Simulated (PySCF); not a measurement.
A species of formula C5H6OS has this rotational fingerprint, computed with CAM-B3LYP/def2-SVPD in PySCF (dipole) on a GFN2-xTB geometry, gas phase:

- Rotational constants: A = 5761, B = 1631, C = 1282 MHz
- Dipole components: |μa| = 0.17 D, |μb| = 1.02 D, |μc| = 0.00 D
- Inertial defect: -3.21 u·Å²
- κ: -0.84

Question: Which candidate fits, each taken in the one conformer that was computed?
A. `[CH3:1][S:2][c:3]1[cH:4][cH:5][cH:6][o:7]1` with C1–S2–C3–C4 180°
B. `[CH3:1][O:2][c:3]1[cH:4][cH:5][s:6][cH:7]1` with C1–O2–C3–C4 179° (3-methoxythiophene)
C. `[CH3:1][S:2][c:3]1[cH:4][cH:5][o:6][cH:7]1` with C1–S2–C3–C4 180°

Answer: A. It is CSc1ccco1, an asymmetric top, point group Cs. The candidates at the same level (rigid rotor, commonest isotopes):

```csv
SMILES,A (MHz),B (MHz),C (MHz),μa (D),μb (D),μc (D),Δ (u·Å²),point group,rotor
CSc1ccoc1,5891,1507,1209,0.37,0.80,0.00,-3.23,Cs,asymmetric top
COc1ccsc1,5748,1562,1238,0.82,0.66,0.00,-3.22,Cs,asymmetric top
CSc1ccco1,5761,1631,1282,0.17,1.02,0.00,-3.21,Cs,asymmetric top
```

`COc1ccsc1` has B 4 % too low; `CSc1ccoc1` has B 8 % too low. In the right answer the mirror of this Cs structure is the ab plane, so μc vanishes by symmetry (the 0.01 D computed is a residue). No structure here is proved a minimum.
